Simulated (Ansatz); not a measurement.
A nudged elastic band was laid between two geometries of C$_{2}$H$_{6}$SiZn (10 atoms, charge 0, multiplicity 1).

Level of theory: RKS BHLYP-D4/def2-SVP (Ansatz 0.2.0).

| Property | Result |
| --- | --- |
| movable images | 9 |
| climbing image | yes |
| spring | 5.0 eV/Å² |
| optimiser | quadratic models (default) |
| start path | through a guess of the saddle point |
| force threshold | 0.05 eV/Å |
| iteration limit | 60 |
| end points | relaxed |

First end point:

```xyz
10
Properties=species:S:1:pos:R:3
C -0.909 0.975 -0.207
C -0.443 -0.457 -0.190
Si 1.387 -0.888 0.393
Zn 0.250 -1.955 -1.346
H -0.909 1.422 0.799
H -0.272 1.602 -0.839
H -1.932 1.061 -0.589
H -1.124 -1.084 0.409
H 1.721 -0.797 1.848
H 2.314 0.069 -0.277
```

Last end point:

```xyz
10
Properties=species:S:1:pos:R:3
C -0.922 0.971 -0.164
C -0.472 -0.462 -0.063
Si 1.426 -0.877 0.261
Zn 0.009 -2.095 -1.142
H -1.994 1.042 -0.381
H -0.752 1.524 0.772
H -0.392 1.508 -0.956
H -1.051 -1.002 0.705
H 1.993 -0.637 1.624
H 2.238 -0.023 -0.653
```

(1) What changes between the two ends?

(2) Give the energies along the band, and the barrier.

(3) What is the geometry of the highest image?

(4) What are the harmonic wavenumbers there?

The band took 8 iterations and of the order of 9 core-minutes.

Results:

(1) No bond is made or broken. The dihedral H6–C1–C2–Zn4 goes from -42 to -163°. The two ends are copies of one structure, up to a mirror image or an exchange of like atoms.

(2) The run converged. The highest image is number 5 of 0 to 10, 0.093 eV above the ends, which have the same energy within 2 meV. A vibrational analysis at the climbing image gives one clearly imaginary mode, 189i cm⁻¹: a first-order saddle point.

```json
{"image": "0", "path coordinate (Å)": "0.00", "energy (eV)": "0.000", "dihedral H6–C1–C2–Zn4 (°)": "-42"}
{"image": "1", "path coordinate (Å)": "0.34", "energy (eV)": "0.009", "dihedral H6–C1–C2–Zn4 (°)": "-54"}
{"image": "2", "path coordinate (Å)": "0.68", "energy (eV)": "0.031", "dihedral H6–C1–C2–Zn4 (°)": "-66"}
{"image": "3", "path coordinate (Å)": "1.03", "energy (eV)": "0.059", "dihedral H6–C1–C2–Zn4 (°)": "-78"}
{"image": "4", "path coordinate (Å)": "1.37", "energy (eV)": "0.083", "dihedral H6–C1–C2–Zn4 (°)": "-91"}
{"image": "5", "path coordinate (Å)": "1.71", "energy (eV)": "0.093", "dihedral H6–C1–C2–Zn4 (°)": "-103"}
{"image": "6", "path coordinate (Å)": "2.05", "energy (eV)": "0.084", "dihedral H6–C1–C2–Zn4 (°)": "-115"}
{"image": "7", "path coordinate (Å)": "2.38", "energy (eV)": "0.060", "dihedral H6–C1–C2–Zn4 (°)": "-127"}
{"image": "8", "path coordinate (Å)": "2.72", "energy (eV)": "0.031", "dihedral H6–C1–C2–Zn4 (°)": "-139"}
{"image": "9", "path coordinate (Å)": "3.05", "energy (eV)": "0.008", "dihedral H6–C1–C2–Zn4 (°)": "-151"}
{"image": "10", "path coordinate (Å)": "3.39", "energy (eV)": "0.000", "dihedral H6–C1–C2–Zn4 (°)": "-163"}
```

(3) 
```xyz
10
Properties=species:S:1:pos:R:3:forces:R:3
C -0.941 0.971 -0.138 -0.01 0.03 -0.03
C -0.455 -0.463 -0.100 0.02 0.01 -0.01
Si 1.423 -0.866 0.279 -0.01 -0.03 0.02
Zn 0.082 -2.069 -1.211 0.00 0.00 0.00
H -1.743 1.169 0.580 0.00 0.00 0.00
H -0.130 1.679 0.077 -0.01 -0.01 0.00
H -1.320 1.247 -1.128 0.00 -0.01 0.02
H -1.053 -1.073 0.595 0.00 0.00 0.00
H 1.955 -0.629 1.658 0.00 0.01 -0.01
H 2.264 -0.016 -0.609 0.00 0.01 0.00
```

(4) 189i, 169, 242, 274, 320, 411, 541, 596, 670, 833, 992, 1036, 1060, 1112, 1308, 1442, 1504, 1520, 2192, 2238, 3083, 3087, 3149, 3176 cm⁻¹.

Time of the run: 4.4 min on 2 threads of Arm Neoverse V1, with other jobs on the host, peak memory 0.25 GiB.
